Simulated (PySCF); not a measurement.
## Two-dimensional NMR puzzle

Compound of formula C$_{6}$H$_{11}$OP. Correlations simulated from computed shifts and the bond graph:

HSQC (one-bond C–H):
```
  δH     δC
6.89  145.2
6.72  145.2
6.02  139.6
2.62   20.2
2.48   22.1
2.41   22.1
2.25   18.9
2.20   18.9
1.98   20.2
1.94   34.4
```

COSY cross peaks (H two or three bonds apart, from the bond graph; peaks can be absent where the dihedral angle is near 90°):
```
  δH    δH
7.23  6.02
7.23  1.94
6.89  6.72
6.89  6.02
6.72  6.02
2.62  2.48
2.62  2.41
2.62  2.25
2.62  2.20
2.62  1.98
2.48  2.41
2.48  1.98
2.48  1.94
2.41  1.98
2.41  1.94
2.25  2.20
2.25  1.98
2.25  1.94
2.20  1.98
2.20  1.94
```

HMBC (two and three bonds, from the bond graph):
```
  δH                              δC
7.23  145.2, 139.6, 34.4, 22.1, 18.9
6.89                           139.6
6.72                           139.6
6.02                     145.2, 34.4
2.62                34.4, 22.1, 18.9
2.48                34.4, 20.2, 18.9
2.41                34.4, 20.2, 18.9
2.25                34.4, 22.1, 20.2
2.20                34.4, 22.1, 20.2
1.98                34.4, 22.1, 18.9
1.94         139.6, 22.1, 20.2, 18.9
```

Level of theory: geometry from GFN2-xTB, shieldings: GIAO PBE0/pcSseg-1, in PySCF 2.14.0 with density-fitted response routines (gas phase, no relativistic terms, single conformer).

References, each an isolated molecule treated in the same way: TMS for 1H and 13C.

Exchangeable hydrogens are left out of these lists.

Which molecule is this?

## Answers

`C=C[P@H](=O)C1CCC1`.

Numbering as in the mapped SMILES `[CH2:1]=[CH:2][P@H:3](=[O:4])[CH:5]1[CH2:6][CH2:7][CH2:8]1` (H(Xn): hydrogen on atom n). Ha(C1) is cis to P3; Ha(C6), Ha(C7), Ha(C8) are cis to P3 on the ring; Hb(C1) is trans to P3; Hb(C6), Hb(C7), Hb(C8) are trans to P3 on the ring.

- δC 145.2 is C1, a terminal =CH2 carbon (δH 6.89, 6.72).
- δC 139.6 is C2, an alkene CH (δH 6.02).
- δC 34.4 is C5, an sp3 CH bonded to P (δH 1.94).
- δC 22.1 is C6, an sp3 CH2 in a ring (δH 2.48, 2.41).
- δC 20.2 is C7, an sp3 CH2 in a ring (δH 2.62, 1.98).
- δC 18.9 is C8, an sp3 CH2 in a ring (δH 2.20, 2.25).
- COSY links 7.23–6.02, 7.23–1.94, 6.89–6.72, 6.89–6.02, 6.72–6.02, 2.62–2.48.

The shifts were computed for this structure.

Shifts are as computed. Against solution values, carbons near 30 ppm lie about +3 ppm off and those near 130 ppm about +5 ppm. Of 1211 compounds with measured shifts, 218 miss one by over three times the rms of a fit or turn the order of signals round; such compounds aren't used in these exercises.
